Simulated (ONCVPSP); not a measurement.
# Varying the ONCV potential for beryllium (Be)

Base potential:

| Property | Result |
| --- | --- |
| Element | beryllium |
| Generator | ONCVPSP 4.0.1 |
| Type | optimised norm-conserving Vanderbilt (ONCV) |
| Functional | LDA (Perdew-Wang 92) |
| Relativity | scalar-relativistic |
| Frozen core | [He] |
| Valence charge | 2 |
| Reference configuration | 2s1 2p1 |
| Partial waves | 2s: rc 1.95 bohr, ncon 4, nbas 7, qcut 3.9 1/bohr, 1 projector; 2p: rc 3.95 bohr, ncon 4, nbas 8, qcut 4.4 1/bohr, 1 projector; d scattering state at 0.05 Ha: rc 4.30 bohr, ncon 4, nbas 8, qcut 2.3 1/bohr, 2 projectors, debl 1 Ha |
| Local potential | polynomial inside 1.40 bohr (lpopt 5, dvloc0 -1 Ha) |
| Core correction | Teter function, fcfact 3, rcfact 1.8 |

Cutoffs, loose and tight: the cutoffs (Ha) at which the residual kinetic energy of the hardest occupied pseudo-wave falls to 1 and 0.1 mHa per electron. They do not see the model core or the augmentation charge, which bear on the density cutoff. Test errors are all-electron minus pseudo excitation energies from the reference, over the configurations 2s2 2p0; 2s1 2p0; 2s1.5 2p0; 2s0 2p1. A dash means not determined; rows that change the core or the reference have their own tests.

A true bound ghost makes a file unfit for plane-wave use even where its test errors are small: the radial tests pick states by their node count and pass the ghost by.

```tsv
change	outcome	cutoff, loose	cutoff, tight	bound ghosts	GHOST(+) flags above zero	largest test error (meV)
base	generated	5.6 Ha	8.9 Ha	p	d	-61
d: debl 0.2	generated	5.6 Ha	8.9 Ha	p, d	none	-61
d: debl 0.25	generated	5.6 Ha	8.9 Ha	p, d	none	-61
d: debl 0.4	generated	5.6 Ha	8.9 Ha	p, d	none	-61
d: debl 0.7	generated	5.6 Ha	8.9 Ha	p	d	-61
d: debl 0.9	generated	5.6 Ha	8.9 Ha	p	d	-61
d: debl 1.45	generated	5.6 Ha	8.9 Ha	p	none	-61
d: debl 2.05	generated	5.6 Ha	8.9 Ha	p	d	-61
d: debl 3.45	generated	5.6 Ha	8.9 Ha	p	none	-61
d: debl 4.55	generated	5.6 Ha	8.9 Ha	p	d	-61
```

Reading the sweep of the debl of the d channel (base included, trends over the rows without a ghost): Bound ghosts are found at 0.2, 0.25, 0.4, 0.7, 0.9, 1, 1.45, 2.05, 3.45, 4.55 Ha. Every judged row has one, so this setting neither creates nor removes them.
